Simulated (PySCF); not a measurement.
Cl3Sn, charge +1. Atoms are numbered in the order given.

```xyz
4

Sn     0.0000     0.0000     0.0000
Cl     2.2610     0.0000     0.0000
Cl    -1.1305    -1.9580     0.0000
Cl    -1.1305     1.9580     0.0000
```
Charge +1, spin multiplicity 1.

Geometry optimised at PBE0-D3(BJ)/def2-SVP. The multiplicity is an assumed one; other spin states were not compared. The isomer is the one that the SMILES or the coordinates give; other isomers of the formula were not compared. The def2 effective core potentials stand for the cores of Sn; spin–orbit coupling is left out.

Computed with TDA-B3LYP/def2-SVPD in PySCF.

Vertical excitations; the highest root listed may be one member of a degenerate set.  State labels are in the subgroup C2v.

Computed excitation energies, oscillator strengths and character:
```json
[
 {"state": "S1", "symmetry": "B1", "energy (eV)": "3.71", "λ (nm)": "334", "f": "0.000", "main pairs": "HOMO→LUMO 100 %"},
 {"state": "S2", "symmetry": "B2", "energy (eV)": "3.91", "λ (nm)": "317", "f": "0.000", "main pairs": "HOMO−1→LUMO (degenerate set)"},
 {"state": "S3", "symmetry": "A2", "energy (eV)": "3.91", "λ (nm)": "317", "f": "0.000", "main pairs": "HOMO−2→LUMO (degenerate set)"},
 {"state": "S4", "symmetry": "B1", "energy (eV)": "4.09", "λ (nm)": "303", "f": "0.021", "main pairs": "HOMO−3→LUMO (degenerate set)"},
 {"state": "S5", "symmetry": "A1", "energy (eV)": "4.09", "λ (nm)": "303", "f": "0.021", "main pairs": "HOMO−4→LUMO (degenerate set)"},
 {"state": "S6", "symmetry": "B2", "energy (eV)": "4.72", "λ (nm)": "263", "f": "0.019", "main pairs": "HOMO−5→LUMO 99 %"},
 {"state": "S7", "symmetry": "A2", "energy (eV)": "4.93", "λ (nm)": "252", "f": "0.000", "main pairs": "HOMO→LUMO+1 100 %"},
 {"state": "S8", "symmetry": "A2", "energy (eV)": "5.19", "λ (nm)": "239", "f": "0.000", "main pairs": "HOMO−3→LUMO+1 (degenerate set)"},
 {"state": "S9", "symmetry": "B2", "energy (eV)": "5.19", "λ (nm)": "239", "f": "0.000", "main pairs": "HOMO−4→LUMO+1 (degenerate set)"},
 {"state": "S10", "symmetry": "A1", "energy (eV)": "5.39", "λ (nm)": "230", "f": "0.011", "main pairs": "HOMO−1→LUMO+1 78 %, HOMO−6→LUMO 21 %"},
 {"state": "T1", "symmetry": "B1", "energy (eV)": "3.30", "λ (nm)": "376", "f": "0", "main pairs": "HOMO→LUMO 99 %"},
 {"state": "T2", "symmetry": "B2", "energy (eV)": "3.52", "λ (nm)": "352", "f": "0", "main pairs": "HOMO−1→LUMO (degenerate set)"},
 {"state": "T3", "symmetry": "A2", "energy (eV)": "3.52", "λ (nm)": "352", "f": "0", "main pairs": "HOMO−2→LUMO (degenerate set)"},
 {"state": "T4", "symmetry": "B1", "energy (eV)": "3.54", "λ (nm)": "350", "f": "0", "main pairs": "HOMO−3→LUMO 99 %"}
]
```
Triplets are in the Tamm–Dancoff approximation.
